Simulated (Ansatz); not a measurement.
The inner images of a band of CH$_{6}$Ge (8 atoms, charge 0, multiplicity 1) are given out of order.

Level of theory: Ansatz 0.2.0, RKS BLYP/def2-SVP.

Initial state:

```xyz
8
Properties=species:S:1:pos:R:3
Ge 0.399 0.015 0.037
C 0.936 -0.017 1.948
H 0.046 -0.137 2.595
H 1.628 -0.861 2.136
H 1.446 0.928 2.218
H 1.651 0.166 -0.874
H -0.559 1.210 -0.237
H -0.334 -1.304 -0.343
```

Final state:

```xyz
8
Properties=species:S:1:pos:R:3
Ge 0.136 0.007 -1.028
C 1.323 0.012 1.865
H 0.255 -0.196 2.053
H 1.947 -0.802 2.278
H 1.605 0.986 2.307
H 1.545 0.064 0.766
H -0.834 1.117 -0.356
H -0.764 -1.186 -0.404
```

Put them in order from the first end to the last, with their energies above the first end.
A.
```xyz
8
Properties=species:S:1:pos:R:3
Ge 0.256 0.019 -0.697
C 1.154 0.004 1.712
H 0.145 -0.257 2.112
H 1.868 -0.761 2.050
H 1.414 1.020 2.054
H 1.549 0.003 0.488
H -0.604 1.221 -0.072
H -0.569 -1.249 -0.166
```
B.
```xyz
8
Properties=species:S:1:pos:R:3
Ge 0.190 0.018 -0.905
C 1.255 0.004 1.777
H 0.203 -0.249 1.990
H 1.926 -0.757 2.213
H 1.486 1.019 2.142
H 1.508 -0.007 0.673
H -0.685 1.154 -0.159
H -0.671 -1.182 -0.249
```
C.
```xyz
8
Properties=species:S:1:pos:R:3
Ge 0.269 0.020 -0.511
C 1.061 -0.002 1.782
H 0.103 -0.270 2.255
H 1.837 -0.759 1.985
H 1.388 1.018 2.042
H 1.679 0.015 0.168
H -0.584 1.253 -0.070
H -0.539 -1.275 -0.171
```
D.
```xyz
8
Properties=species:S:1:pos:R:3
Ge 0.340 0.006 0.013
C 0.928 -0.018 1.888
H 0.093 -0.266 2.559
H 1.746 -0.759 1.994
H 1.339 0.985 2.115
H 1.777 0.057 -0.539
H -0.535 1.268 -0.227
H -0.476 -1.274 -0.322
```
E.
```xyz
8
Properties=species:S:1:pos:R:3
Ge 0.299 0.011 -0.183
C 0.969 -0.011 1.796
H 0.089 -0.271 2.389
H 1.788 -0.750 1.962
H 1.359 0.999 2.048
H 1.802 0.031 -0.142
H -0.571 1.278 -0.144
H -0.522 -1.288 -0.245
```

D (+20.2 kJ/mol), E (+133.8 kJ/mol), C (+228.1 kJ/mol), A (+161.1 kJ/mol), B (+110.4 kJ/mol).

Time of the run: 38 s on 2 threads of Arm Neoverse V2 (shared host), peak memory 0.14 GiB.
